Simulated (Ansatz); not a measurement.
A nudged elastic band was laid between two geometries of AlClFH₃O (7 atoms, charge 0, multiplicity 1).

Method: RKS B3LYP-D4/def2-SVP in Ansatz.

```yaml
movable_images: 5
climbing_image: yes
spring: 5.0 eV/Å²
optimiser: quadratic models (default)
start_path: through a guess of the saddle point
force_threshold: 0.05 eV/Å
iteration_limit: 60
end_points: relaxed
```

Initial state:

```xyz
7
Properties=species:S:1:pos:R:3
Al -0.100 -0.091 -0.030
F 0.017 -0.318 1.653
O 1.266 -0.398 -0.984
H 2.168 -0.567 -0.702
H -1.514 -0.018 -0.686
Cl 0.198 2.466 0.918
H 0.167 1.574 1.876
```

Final state:

```xyz
7
Properties=species:S:1:pos:R:3
Al 0.038 0.400 -0.115
F -0.005 0.026 1.872
O 1.576 -0.145 -0.595
H 1.780 -0.916 -1.130
H -1.327 -0.158 -0.644
Cl 0.087 2.470 0.594
H 0.053 0.972 2.062
```

(1) Which bonds break or form, and what moves?

(2) Give the energies along the band, and the barrier.

(3) What is the geometry of the highest image?

Results:

(1) Bonds broken: Cl6–H7. Bonds formed: Al1–Cl6, F2–H7.

(2) It converged. The highest image is number 3 of 0 to 6, 3.3 kcal/mol above the first end and 3.6 kcal/mol above the last; the last end lies 0.3 kcal/mol below the first. The profile has 2 maxima (images 3, 5) with wells between them (image 4): this band takes more than one step, which may be the mechanism or a detour left from its start path. A structure lower than the last end lies on the path between it and the top, so the climb from that side starts below the end, which may itself be a saddle point or a shallow side well. A vibrational analysis at the climbing image gives one clearly imaginary mode, 522i cm⁻¹: a first-order saddle point. The orbitals stay closed-shell, which can raise the energy where a bond breaks towards radicals; this wasn't checked here.

```csv
image,path coordinate (Å),energy (kcal/mol),Cl6–H7 (Å),Al1–Cl6 (Å),F2–H7 (Å)
0,0.00,0.0,1.31,2.74,1.91
1,0.22,0.3,1.33,2.66,1.72
2,0.43,1.7,1.38,2.52,1.48
3,0.65,3.3,1.51,2.41,1.24
4,1.30,-0.6,2.23,2.18,0.96
5,1.94,1.0,2.07,2.20,0.97
6,2.59,-0.3,2.10,2.19,0.97
```

(3) 
```xyz
7
Properties=species:S:1:pos:R:3
Al -0.100 0.148 -0.065
F -0.016 -0.092 1.738
O 1.244 -0.443 -0.906
H 2.177 -0.449 -0.681
H -1.537 0.013 -0.651
Cl 0.279 2.338 0.856
H 0.156 1.133 1.756
```

Run time: 4.6 min on 1 thread of Arm Neoverse V1, with other jobs on the host, peak memory 0.16 GiB.
